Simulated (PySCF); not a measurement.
System: C$_{2}$H$_{7}$Si, net charge 0, doublet state. It need not be the lowest isomer of its formula. 
Structure (B3LYP-D3(BJ)/def2-TZVP (Ansatz) minimum search):
SMILES: C[SiH]C
```xyz
10

Si     0.0954     0.5837     0.0456
C     -1.6121    -0.2121     0.0226
C      1.4535    -0.6938    -0.2247
H      0.3109     1.2896     1.3419
H     -1.8059    -0.6978    -0.9355
H     -1.6892    -0.9719     0.8069
H     -2.3959     0.5276     0.1923
H      1.4169    -1.4600     0.5564
H      1.3376    -1.1917    -1.1891
H      2.4418    -0.2327    -0.1979
```
Charge 0, spin multiplicity 2.

Dispersion corrections to the total energy (kcal/mol) from the dftd3 and dftd4 libraries through PySCF: D3(BJ) without and D4 with the three-body term, each with the damping fitted for the functional named.

```tsv
functional	D3(BJ)	D4
PBE0	-3.58	-3.20
B2GP-PLYP	-2.90	[?]
r2SCAN	-1.13	-0.92
LC-wPBE	-3.91	[?]
BP86	-6.66	-5.06
CAM-B3LYP	[?]	-3.22
B2PLYP	-3.43	-2.66
```

Task: What belongs in the gaps?

Result: 
- B2GP-PLYP, D4: -1.59
- LC-wPBE, D4: -4.26
- CAM-B3LYP, D3(BJ): -3.24
